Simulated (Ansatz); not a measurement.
Geometry optimisation, Ansatz 0.2.0, DFT PBE, scalar-relativistic, plane waves, PAW.

The input (input.yaml):

```yaml
crystal:
  lattice:
    - [0.0, 5.43, 5.43]
    - [5.43, 0.0, 5.43]
    - [5.43, 5.43, 0.0]
  atoms:
    - { symbol: Si, position: [0.0, 0.0, 0.0] }
    - { symbol: Si, position: [0.125, 0.125, 0.125] }
    - { symbol: Si, position: [0.0, 0.0, 0.5] }
    - { symbol: Si, position: [0.125, 0.125, 0.625] }
    - { symbol: Si, position: [0.0, 0.5, 0.0] }
    - { symbol: Si, position: [0.125, 0.625, 0.125] }
    - { symbol: Si, position: [0.0, 0.5, 0.5] }
    - { symbol: Si, position: [0.125, 0.625, 0.625] }
    - { symbol: Si, position: [0.5, 0.0, 0.0] }
    - { symbol: Si, position: [0.625, 0.125, 0.125] }
    - { symbol: Si, position: [0.5, 0.0, 0.5] }
    - { symbol: Si, position: [0.625, 0.125, 0.625] }
    - { symbol: Si, position: [0.5, 0.5, 0.0] }
    - { symbol: Si, position: [0.625, 0.625, 0.125] }
    - { symbol: Si, position: [0.5, 0.5, 0.5] }
    - { symbol: Si, position: [0.625, 0.625, 0.625] }
    - { symbol: Si, position: [0.8655299, 0.3749693, 0.8781569] }
basis:
  ecutwfc: 420.0
kpoints:
  mp_grid: { grid: [2, 2, 2] }
hamiltonian:
  xc: pbe
  pseudopotentials: { kind: paw, azcp: { folder: soft_1 } }
scf:
  occupations: { method: gaussian, width: 0.05 }
  lower_state_search: "off"
relax:
  f_tol: 0.03
  max_steps: 60
  adjacent_minimum: "off"
output:
  write_density: true
  write_potential: true
  elf: true
  volumetric_format: npy
```

Launched with:

```bash
$ ansatz run input.yaml --threads 1 --pin off --max-ram 3072MiB --backend cpu --events-out ev --progress --plain --runs-dir out
```

Where does it end, and by what steps?

It converged. The force dipped under the threshold on the way, but the program's further checks kept it going. After 3 steps the energy has fallen by 0.141 eV; Si17 moved furthest, 0.06 Å.

| step | energy less start (eV) | largest force component (eV/Å) | accepted |
| --- | --- | --- | --- |
| 0 | 0.0000 | 0.779 | yes |
| 1 | -0.1239 | 0.274 | yes |
| 2 | -0.1412 | 0.015 | yes |
| 3 | -0.1412 | 0.015 | yes |

```xyz
17
Lattice="0.0000 5.4300 5.4300 5.4300 0.0000 5.4300 5.4300 5.4300 0.0000" Properties=species:S:1:pos:R:3
Si -0.022 0.021 -0.028
Si 1.358 1.387 1.355
Si 2.720 2.709 -0.006
Si 4.043 4.071 1.355
Si 2.738 0.021 2.736
Si 4.072 1.356 4.070
Si 5.408 2.690 2.736
Si 6.788 4.071 4.103
Si -0.004 2.707 2.715
Si 1.358 4.071 4.034
Si 2.723 5.433 2.716
Si 4.073 6.786 4.071
Si 2.738 2.691 5.403
Si 4.106 4.071 6.785
Si 5.426 5.432 5.422
Si 6.789 6.752 6.785
Si 6.788 9.500 6.784
```

Run time: 21 s on 1 thread of Arm Neoverse V2, with other jobs on the host, peak memory 0.5 GiB.
